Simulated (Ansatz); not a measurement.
Isomers of SnSe₂⁻ (doublet), relaxed with r2SCAN-D4/def2-TZVPD; total energies from Ansatz at PBE-QIDH/def2-TZVPD.

```tsv
isomer	description	energy (Eh)
A	point group C2v; 2 × Se–Sn 2.43 Å	-5016.16846
B	point group C2v; 2 × Se–Sn 2.66 Å; 1 × Se–Se 2.40 Å	-5016.15213
```

In the def2 sets Sn takes a core potential; there is no spin–orbit coupling. Correlated methods freeze 22 core orbitals; core or outer-core shells of Sn, Se are correlated, in sets that lack core-valence functions.

The isomers come from a short search, and lower ones may exist.

**Question.** Work out the relative energies (1 Eh = 2625.5 kJ/mol) and the Boltzmann populations at 800 K from electronic energies alone (R = 8.314 J/mol/K).

**Answer.** ΔE: A 0.0, B 42.9 kJ/mol. RT = 6.65 kJ/mol. Factors exp(−ΔE/RT): A 1, B 0.00158; sum 1.002. Populations: A 99.8 %, B 0.2 %. Zero-point energy, vibrational entropy and symmetry numbers are left out and can shift these; an error of 4 kJ/mol changes a ratio by a factor of 1.8. Over the other density-functional and correlated levels in def2 sets, the gap between A and B ranges from 45 to 67 kJ/mol.
